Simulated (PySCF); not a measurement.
C₂H₁₀BNSi, singlet, geometry from GFN2-xTB; CAMB3LYP/def2-SVP, polarisability run with PySCF.

The PySCF input:
```python
from pyscf import gto, scf, dft
from pyscf.prop import polarizability

mol = gto.M(
    atom='''
Si    1.745887   -0.143031    0.720078
N     0.479855   -0.316709   -0.461465
B    -0.872925    0.057100   -0.407449
C    -1.826119   -0.220840   -1.646389
C    -1.432839    0.743894    0.907081
H     1.359659   -0.806174    1.967845
H     2.913387   -0.794992    0.120819
H     2.014472    1.277747    0.963312
H     0.772834   -0.759957   -1.320548
H    -2.712497   -0.775672   -1.343192
H    -2.186145    0.716299   -2.069264
H    -1.348856   -0.777754   -2.451093
H    -0.769412    1.528133    1.265957
H    -1.504385    0.011780    1.710549
H    -2.422085    1.176170    0.777873
''',
    basis='def2-svp',
    charge=0,
    spin=0,
    verbose=3,
)

mf = dft.RKS(mol)
mf.xc = 'camb3lyp'
mf.kernel()
alpha = mf.Polarizability().polarizability()[2, 2]
print('alpha_zz =', alpha)
```

Question: Predict the main parts of the log of this PySCF run.

Answer: 
```
site-packages/pyscf/prop/efg/rhf.py:45: UserWarning: Module EFG is under testing
  warnings.warn('Module EFG is under testing')
site-packages/pyscf/prop/efg/dhf.py:30: UserWarning: Module EFG is under testing
  warnings.warn('Module EFG is under testing')
site-packages/pyscf/prop/zfs/uhf.py:40: UserWarning: Module ZFS is under testing
  warnings.warn('Module ZFS is under testing')
site-packages/pyscf/prop/gtensor/uhf.py:43: UserWarning: Module g-tensor is under testing
  warnings.warn('Module g-tensor is under testing')
site-packages/pyscf/prop/gtensor/uks.py:41: UserWarning: Module g-tensor is under testing
  warnings.warn('Module g-tensor is under testing')
site-packages/pyscf/prop/hfc/uks.py:35: UserWarning: Module HFC is under testing
  warnings.warn('Module HFC is under testing')
site-packages/pyscf/prop/magnetizability/rhf.py:39: UserWarning: Module magnetizability is under testing
  warnings.warn('Module magnetizability is under testing')
site-packages/pyscf/prop/magnetizability/uhf.py:37: UserWarning: Module magnetizability is under testing
  warnings.warn('Module magnetizability is under testing')
site-packages/pyscf/prop/magnetizability/rks.py:37: UserWarning: Module magnetizability is under testing
  warnings.warn('Module magnetizability is under testing')
site-packages/pyscf/prop/magnetizability/uks.py:39: UserWarning: Module magnetizability is under testing
  warnings.warn('Module magnetizability is under testing')
site-packages/pyscf/prop/polarizability/uhf.py:34: UserWarning: Module polarizability is under testing
  warnings.warn('Module polarizability is under testing')
site-packages/pyscf/prop/polarizability/rks.py:29: UserWarning: Module polarizability is under testing
  warnings.warn('Module polarizability is under testing')
site-packages/pyscf/prop/polarizability/uks.py:29: UserWarning: Module polarizability is under testing
  warnings.warn('Module polarizability is under testing')
converged SCF energy = -451.097335814183
alpha_zz = 61.39969406697483
```
